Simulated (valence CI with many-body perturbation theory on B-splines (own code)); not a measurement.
# E1 transitions of Tc4+

Level of theory: valence CI with perturbative core correlation (CI+MBPT): three valence electrons over a frozen Dirac-Fock core [Kr], radial functions for each j: 9 s, 9 p, 10 d, 8 f, 5 g, 3 h, 1 i, with the one-electron correlation potential Σ1, the two-electron term Σ2, the three-electron term Σ3, Breit, model QED; selected CI, second order for the rest, scaled by the run's own slope (own B-spline code, finite nucleus).

No measured spectrum was set against this ion. As an estimate, terms of the open shell hold to 2 to 4 % of their energy, and close levels can change places; different configurations can be misplaced against each other by 1,000 to 8,000 cm⁻¹. Core correlation moves these levels by up to 16000 cm⁻¹, and in measured spectra 5 to 20 % of such shifts remained as error; rates that hang on mixing are uncertain with them.

Lines 201 to 250 of 255 in falling wavelength, among levels below 23.305 eV, chosen from the strongest by gf and those to the six lowest levels. Wavelengths and rates use the calculated energies, so an error of 2000 cm⁻¹ moves a line at 58.98 nm by 1.2 % and its rate by three times that or more. Electric multipoles are in the length gauge, E1 and E2 with the static RPA response of the core. Weak lines are less certain than strong ones. Lines between different terms over intervals too small for the method are left out, as are lines whose strength nearly cancels. Where a level lies close to another of its J and parity, the split of strength between their lines is uncertain. The highest levels of a list are the least certain.

Names give the largest LS component (configuration and term), which can be under half, so a name can repeat, a term be missing and a line seem to break the LS rules; names also repeat where a configuration has a term twice. Letters in brackets count levels of one name in rising energy.

| λ vac (nm) | Upper | Lower | A (s⁻¹) | S (a.u.) |
| --- | --- | --- | --- | --- |
| 58.98 | 4d2.5p 4P°_3/2 | 4d3 4P_5/2 | 1.14e+09 | 4.60e-01 |
| 58.93 | 4d2.5p 4D°_7/2 [c] | 4d3 2G_9/2 | 7.66e+08 | 6.19e-01 |
| 58.92 | 4d2.5p 2D°_5/2 [a] | 4d3 4F_7/2 | 9.01e+08 | 5.46e-01 |
| 58.90 | 4d2.5p 4D°_5/2 [a] | 4d3 4F_5/2 | 1.12e+08 | 6.77e-02 |
| 58.79 | 4d2.5p 2D°_3/2 [b] | 4d3 4P_1/2 | 9.46e+07 | 3.80e-02 |
| 58.78 | 4d2.5p 2D°_3/2 [b] | 4d3 4P_3/2 | 3.32e+07 | 1.33e-02 |
| 58.70 | 4d2.5p 4D°_7/2 [a] | 4d3 4F_7/2 | 1.13e+08 | 9.01e-02 |
| 58.64 | 4d2.5p 4D°_3/2 [a] | 4d3 4F_3/2 | 8.40e+08 | 3.34e-01 |
| 58.58 | 4d2.5p 4P°_1/2 | 4d3 4P_1/2 | 2.40e+08 | 4.75e-02 |
| 58.57 | 4d2.5p 4P°_1/2 | 4d3 4P_3/2 | 1.01e+09 | 2.00e-01 |
| 58.53 | 4d2.5p 4D°_5/2 [a] | 4d3 4F_3/2 | 3.85e+06 | 2.29e-03 |
| 58.53 | 4d2.5p 2D°_5/2 [b] | 4d3 4P_3/2 | 1.46e+08 | 8.68e-02 |
| 58.52 | 4d2.5p 2G°_7/2 [a] | 4d3 4F_7/2 | 3.17e+07 | 2.51e-02 |
| 58.45 | 4d2.5p 2D°_5/2 [a] | 4d3 4F_5/2 | 3.33e+08 | 1.97e-01 |
| 58.38 | 4d2.5p 4P°_3/2 | 4d3 4P_1/2 | 4.32e+08 | 1.70e-01 |
| 58.37 | 4d2.5p 4P°_3/2 | 4d3 4P_3/2 | 7.20e+07 | 2.83e-02 |
| 58.27 | 4d2.5p 2G°_9/2 [a] | 4d3 4F_9/2 | 2.48e+08 | 2.43e-01 |
| 58.24 | 4d2.5p 4D°_7/2 [a] | 4d3 4F_5/2 | 1.50e+05 | 1.17e-04 |
| 58.21 | 4d2.5p 4P°_5/2 | 4d3 4P_5/2 | 8.29e+08 | 4.84e-01 |
| 58.08 | 4d2.5p 2D°_5/2 [a] | 4d3 4F_3/2 | 4.00e+07 | 2.32e-02 |
| 58.08 | 4d2.5p 2S°_1/2 | 4d3 4F_3/2 | 3.29e+07 | 6.36e-03 |
| 58.07 | 4d2.5p 2G°_7/2 [a] | 4d3 4F_5/2 | 3.50e+07 | 2.71e-02 |
| 57.77 | 4d2.5p 2G°_9/2 [a] | 4d3 4F_7/2 | 5.56e+07 | 5.29e-02 |
| 57.62 | 4d2.5p 4P°_5/2 | 4d3 4P_3/2 | 1.86e+08 | 1.05e-01 |
| 57.40 | 4d2.5p 4S°_3/2 | 4d3 4F_5/2 | 2.31e+07 | 8.63e-03 |
| 57.04 | 4d2.5p 4S°_3/2 | 4d3 4F_3/2 | 1.06e+07 | 3.90e-03 |
| 56.75 | 4d2.5p 2G°_7/2 [b] | 4d3 4F_9/2 | 6.19e+07 | 4.47e-02 |
| 56.75 | 4d2.5p 2F°_5/2 [b] | 4d3 4F_7/2 | 8.92e+06 | 4.83e-03 |
| 56.51 | 4d2.5p 2P°_3/2 | 4d3 4F_5/2 | 1.36e+07 | 4.85e-03 |
| 56.32 | 4d2.5p 2F°_5/2 [b] | 4d3 4F_5/2 | 1.61e+05 | 8.50e-05 |
| 56.28 | 4d2.5p 2G°_7/2 [b] | 4d3 4F_7/2 | 1.50e+07 | 1.06e-02 |
| 56.24 | 4d2.5p 4D°_1/2 [b] | 4d3 4F_3/2 | 6.68e+08 | 1.17e-01 |
| 56.21 | 4d2.5p 2G°_9/2 [b] | 4d3 4F_9/2 | 5.54e+06 | 4.86e-03 |
| 56.16 | 4d2.5p 4D°_3/2 [b] | 4d3 4F_5/2 | 5.53e+08 | 1.93e-01 |
| 56.05 | 4d2.5p 4D°_7/2 [b] | 4d3 4F_9/2 | 4.62e+08 | 3.21e-01 |
| 56.02 | 4d2.5p 4D°_5/2 [b] | 4d3 4F_7/2 | 5.62e+08 | 2.93e-01 |
| 55.85 | 4d2.5p 2G°_7/2 [b] | 4d3 4F_5/2 | 8.17e+05 | 5.62e-04 |
| 55.82 | 4d2.5p 4D°_3/2 [b] | 4d3 4F_3/2 | 1.45e+08 | 4.96e-02 |
| 55.74 | 4d2.5p 2G°_9/2 [b] | 4d3 4F_7/2 | 2.48e+05 | 2.12e-04 |
| 55.60 | 4d2.5p 4D°_5/2 [b] | 4d3 4F_5/2 | 1.31e+08 | 6.68e-02 |
| 55.59 | 4d2.5p 4D°_7/2 [b] | 4d3 4F_7/2 | 6.56e+07 | 4.45e-02 |
| 55.47 | 4d2.5p 4D°_7/2 [c] | 4d3 4F_9/2 | 4.53e+08 | 3.06e-01 |
| 55.33 | 4d2.5p 2P°_1/2 | 4d3 4F_3/2 | 3.31e+07 | 5.54e-03 |
| 55.27 | 4d2.5p 4D°_5/2 [b] | 4d3 4F_3/2 | 7.09e+06 | 3.54e-03 |
| 55.24 | 4d2.5p 2D°_5/2 [b] | 4d3 4F_7/2 | 8.39e+07 | 4.19e-02 |
| 55.18 | 4d2.5p 4D°_7/2 [b] | 4d3 4F_5/2 | 4.44e+06 | 2.94e-03 |
| 55.05 | 4d2.5p 2D°_3/2 [b] | 4d3 4F_5/2 | 4.68e+06 | 1.54e-03 |
| 55.02 | 4d2.5p 4D°_7/2 [c] | 4d3 4F_7/2 | 7.12e+07 | 4.68e-02 |
| 54.83 | 4d2.5p 2D°_5/2 [b] | 4d3 4F_5/2 | 3.89e+07 | 1.90e-02 |
| 54.72 | 4d2.5p 2D°_3/2 [b] | 4d3 4F_3/2 | 2.10e+07 | 6.79e-03 |
